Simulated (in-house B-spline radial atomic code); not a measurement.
Results of a calculation; reference values are marked as such.
## Correlation energy from the adiabatic connection: ω²r²/2 − Z/r, ω = 0.0313, Z = 0.7

Two electrons in a singlet, external potential ω²r²/2 − Z/r, ω = 0.0313, Z = 0.7 (atomic units). Full CI in B-splines (partial waves to l = 8, correlation up to 0.6 % small) with the density held fixed gives W(λ) = <V_ee>_λ − U, and E_c is the integral of W(λ) − W(0) from 0 to 1.

```json
{"λ": "0", "W(λ) − W(0) (hartree)": "0.00000"}
{"λ": "0.02", "W(λ) − W(0) (hartree)": "-0.00243"}
{"λ": "0.05", "W(λ) − W(0) (hartree)": "-0.00591"}
{"λ": "0.12", "W(λ) − W(0) (hartree)": "-0.01327"}
{"λ": "0.25", "W(λ) − W(0) (hartree)": "-0.02452"}
{"λ": "0.4", "W(λ) − W(0) (hartree)": "-0.03449"}
{"λ": "0.6", "W(λ) − W(0) (hartree)": "-0.04431"}
{"λ": "0.8", "W(λ) − W(0) (hartree)": "-0.05155"}
{"λ": "1", "W(λ) − W(0) (hartree)": "-0.05709"}
```

Problem. Integrate the table by the trapezoid rule.

Solution. The strips give -0.00002, -0.00013, -0.00067, -0.00246, -0.00443, -0.00788, -0.00959, -0.01086, which sum to -0.03603 hartree. The direct value, W(1) − W(0) + T_c with T_c = 0.02088, is -0.03622; the curve is convex, so chords lie above it and the trapezoids fall short in size by 0.50 %.

Problem. Now use only three numbers: W(0) = -0.25109, the initial slope W'(0) = -0.1239 (extrapolated from the first points) and the strong-coupling limit of the point-charge-plus-continuum model, W∞ = -0.36246. What do second-order theory and the interpolation W(λ) = W∞ + (W(0) − W∞)/√(1 + 2χλ) of Seidl, Perdew and Levy give?

Solution. Second order keeps the slope alone: E_c = W'(0)/2 = -0.06195, +71 % in size against -0.03622. Matching the slope fixes χ = W'(0)/(W∞ − W(0)) = -0.1239/(-0.11137) = 1.11251. Integrating, with s = √(1 + 2χ) = 1.795833, E_c = −(W(0) − W∞)(s − 1)/(s + 1) = −0.11137 × 0.795833/2.795833 = -0.03170 hartree, -12.5 % in size against the full result. At λ = 1 the formula gives W − W(0) = -0.04935 against -0.05709. Part of the miss can come from the model's W∞.
